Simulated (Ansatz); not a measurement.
Breaking the Se1–H2 bond in SeH (multiplicity 2 held). Energies count from the point at 1.475 Å.


Unrestricted levels (U-) break spin symmetry where that is lower. Active spaces are followed from rest. Levels need not reach the same state.

Correlated levels freeze the cores. Filled d and f shells under p-block atoms count as core.

Run with Ansatz (Gaussian orbitals). Values without a source in brackets are computed.

U-PBE/cc-pVTZ gives 329.1 kJ/mol for the energy at R = 5.900 Å.

Question: Where do these levels fall relative to PBE: U-r2SCAN/cc-pVTZ, U-B3LYP/cc-pVTZ, U-wB97X-V/cc-pVTZ, U-MP2/cc-pVTZ, U-CCSD(T)/cc-pVTZ, SC-NEVPT2 on CASSCF(7,5)/cc-pVTZ, FIC-MRCISD+Q on CASSCF(7,5)/cc-pVTZ.

Answer: U-r2SCAN/cc-pVTZ 1.9; U-B3LYP/cc-pVTZ 1.7; U-wB97X-V/cc-pVTZ 3.2; U-MP2/cc-pVTZ -25.8; U-CCSD(T)/cc-pVTZ -14.4; SC-NEVPT2 on CASSCF(7,5)/cc-pVTZ -24.3; FIC-MRCISD+Q on CASSCF(7,5)/cc-pVTZ -13.9 kJ/mol. 3 of 7 lie above PBE; the widest gap is to U-MP2/cc-pVTZ.

Doubts at one or more of the structures used: a spin-contaminated determinant (U-PBE/cc-pVTZ, U-r2SCAN/cc-pVTZ, U-B3LYP/cc-pVTZ, U-wB97X-V/cc-pVTZ, U-MP2/cc-pVTZ, U-CCSD(T)/cc-pVTZ).

Ansatz is a quantum-chemistry and plane-wave program.
